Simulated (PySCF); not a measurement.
F2HOS, SMILES [OH+]=S(F)F, charge +1. Atoms are numbered in the order given.

```xyz
5

O      1.4165     0.1661     0.0000
S      0.0097    -0.4638     0.0000
F     -0.7235     0.2745    -1.1688
F     -0.7235     0.2745     1.1688
H      1.5349     1.1501     0.0000
```
Charge +1, spin multiplicity 1.

The structure is a stationary point at B3LYP-D3(BJ)/def2-SVP. The isomer is the one that the SMILES or the coordinates give; other isomers of the formula were not compared.

Level of theory: PySCF 2.14.0 with B3LYP-D3(BJ)/def2-SVP.

Frequencies are harmonic and unscaled.

Computed vibrational spectrum:
```tsv
mode	ν (cm⁻¹)	IR (km/mol)	Raman (Å⁴/amu)	depolarisation	moving atoms (share of kinetic energy)
1	308	29.5	3.2	0.75	H 39 %, F 35 %, O 18 %, S 8 %
2	373	24.9	1.7	0.73	F 74 %, O 13 %, S 11 %
3	475	55.7	3.0	0.52	F 43 %, S 28 %, O 16 %, H 13 %
4	478	172.5	1.1	0.75	H 55 %, O 31 %, F 11 %
5	875	60.1	8.1	0.06	F 38 %, H 24 %, O 24 %, S 14 %
6	903	182.0	5.1	0.75	F 58 %, S 41 %
7	947	317.1	2.0	0.37	S 34 %, O 25 %, F 24 %, H 16 %
8	1096	26.5	8.0	0.32	H 42 %, S 29 %, O 28 %
9	3538	408.3	65.5	0.31	H 94 %
```
